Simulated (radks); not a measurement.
The oxygen anion O2-, [Ne], held by a Watson sphere: a shell of charge +2 at radius R that stands for the Madelung well of a crystal (potential energy -2/R inside, -2/r outside, in hartree with lengths in bohr). All-electron calculation, non-relativistic Kohn-Sham, LB94 model potential, spin-polarised, spherical densities, point nucleus. Program: a radial shooting solver on a logarithmic mesh with Libxc functionals. Response by self-consistent Sternheimer equations with the Hartree and adiabatic LDA kernel. The sphere does not respond.

| R (bohr) | e(1s) (eV) | e(2s) (eV) | e(2p) (eV) | <r> 2p (bohr) | sum of <r^2> (bohr^2) | X-ray form factor at sin(theta)/lambda = 0.3 1/angstrom | alpha (bohr^3) |
|---|---|---|---|---|---|---|---|
| 1.69 | -532.64 | -28.641 | -14.491 | 1.389 | 18.93 | 4.320 | 9.476 |
| 2.06 | -532.09 | -26.428 | -12.642 | 1.468 | 21.17 | 4.202 | 13.26 |
| 3.01 | -529.91 | -22.482 | -8.999 | 1.623 | 26.26 | 4.130 | 28.68 |
| 3.15 | -529.60 | -22.055 | -8.579 | 1.641 | 26.95 | 4.129 | 31.80 |
| 3.18 | -529.53 | -21.967 | -8.493 | 1.645 | 27.10 | 4.129 | 32.51 |
| 3.19 | -529.51 | -21.938 | -8.464 | 1.646 | 27.15 | 4.129 | 32.74 |
